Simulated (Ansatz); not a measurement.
`[OH][Zr]([OH])([OH])[Cl]` + `CC(C)Cc1ccccc1` → `[OH][Zr]([OH])([Cl])[c]1ccccc1` + `CC(C)CO`  (formal exchange of groups at a Zr–O bond)

Computed with Ansatz on PBE0-D4/def2-TZVP structures; ΔE is electronic, products minus reactants. CCSD(T)/CBS is the MP2 limit (def2-TZVPP, def2-QZVPP) plus CCSD(T) − MP2 in def2-TZVPP, frozen cores. DFT in def2-TZVPP. B3LYP here is the variant with VWN-RPA as its local correlation; programs differ in this. Elements past krypton have def2 core potentials. For Zr outer-core shells are correlated without core-valence functions, which leaves a few kJ/mol of doubt a bond. One conformer a species, not always the lowest.

```tsv
level	ΔE (kcal/mol)	difference from CCSD(T)/CBS
r2SCAN-D4	52.8	0.0
B3LYP-D4	52.2	-0.6
ωB97M-V	53.5	0.7
B2PLYP	52.4	-0.4
PBE0	51.5	-1.3
B3LYP	51.5	-1.3
SCS-MP2/def2-TZVPP	52.9	0.1
CCSD(T)/def2-TZVPP	51.6	-1.2
MP2/CBS(def2)	55.2	2.4
CCSD/CBS(def2)	53.3	0.5
CCSD(T)/CBS	52.8	0
```

Largest T1 diagnostic among the species: 0.016.

From PBE to PBE0 (25 % exact exchange), in def2-TZVPP and without D4, ΔE moves by +1.2 kcal/mol. The D4 term adds +0.7 kcal/mol with B3LYP and +0.5 kcal/mol with PBE0; it sums over pairs of atoms, weighted by their polarisabilities, and B3LYP, whose exchange is more repulsive, gets the larger term.
